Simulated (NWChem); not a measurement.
System meant: CH8OSi2; SMILES OC[SiH2][SiH3]

NWChem input:

```
start job
memory heap 200 mb stack 900 mb global 1100 mb
geometry units angstroms noautoz
  O      0.113754     2.755494     0.007735
  C      0.684493     1.451449    -0.008198
  Si    -0.658752     0.078568    -0.057024
  Si     0.244985    -2.095496     0.017273
  H     -0.413229     2.829340     0.824768
  H      1.386793     1.270459     0.843828
  H      1.301312     1.379518    -0.929266
  H     -1.549395     0.283960     1.146728
  H     -1.513669     0.248094    -1.285391
  H      1.140978    -2.331516    -1.171245
  H     -0.844593    -3.135249     0.007403
  H      1.065993    -2.275940     1.268359
end
basis spherical
  * library def2-svp
end
dft
  odft
  mult 2
  xc pbe0
  iterations 150
  mulliken
end
task dft energy
```

End of the output:

```
 Summary of "ao basis" -> "" (spherical)
 ------------------------------------------------------------------------------
       Tag                 Description            Shells   Functions and Types
 ---------------- ------------------------------  ------  ---------------------
 *                          def2-svp                  on all atoms

                                 NWChem DFT Module
                                 -----------------

 Summary of "ao basis" -> "ao basis" (spherical)
 ------------------------------------------------------------------------------
       Tag                 Description            Shells   Functions and Types
 ---------------- ------------------------------  ------  ---------------------
 O                          def2-svp                 6       14   3s2p1d
 C                          def2-svp                 6       14   3s2p1d
 Si                         def2-svp                 8       18   4s3p1d
 H                          def2-svp                 3        5   2s1p

 Summary of "ao basis" -> "ao basis" (spherical)
 ------------------------------------------------------------------------------
       Tag                 Description            Shells   Functions and Types
 ---------------- ------------------------------  ------  ---------------------
 O                          def2-svp                 6       14   3s2p1d
 C                          def2-svp                 6       14   3s2p1d
 Si                         def2-svp                 8       18   4s3p1d
 H                          def2-svp                 3        5   2s1p

  number of electrons :                   50
  multiplicity        :                    2
 ------------------------------------------------------------------------
  no. of electrons and multiplicity not compatible                  50
 ------------------------------------------------------------------------
 ------------------------------------------------------------------------
  current input line :
    27: task dft energy
 ------------------------------------------------------------------------
 ------------------------------------------------------------------------
 There is an error in the input file
 ------------------------------------------------------------------------
 For more information see the NWChem manual at https://nwchemgit.github.io

0: no. of electrons and multiplicity not compatible:Received an Error in Communication
```

**Question.** Can this run be used? If not, why, and what is the fix?

**Answer.** The input was rejected before any calculation. Cause: the multiplicity doesn't fit the number of electrons (an even count wants an odd multiplicity, and the reverse). This input runs:
```
start job
memory heap 200 mb stack 900 mb global 1100 mb
geometry units angstroms noautoz
  O      0.113754     2.755494     0.007735
  C      0.684493     1.451449    -0.008198
  Si    -0.658752     0.078568    -0.057024
  Si     0.244985    -2.095496     0.017273
  H     -0.413229     2.829340     0.824768
  H      1.386793     1.270459     0.843828
  H      1.301312     1.379518    -0.929266
  H     -1.549395     0.283960     1.146728
  H     -1.513669     0.248094    -1.285391
  H      1.140978    -2.331516    -1.171245
  H     -0.844593    -3.135249     0.007403
  H      1.065993    -2.275940     1.268359
end
basis spherical
  * library def2-svp
end
dft
  xc pbe0
  iterations 150
  mulliken
end
task dft energy
```
It converges to -696.45024 Ha (PBE0/def2-SVP).
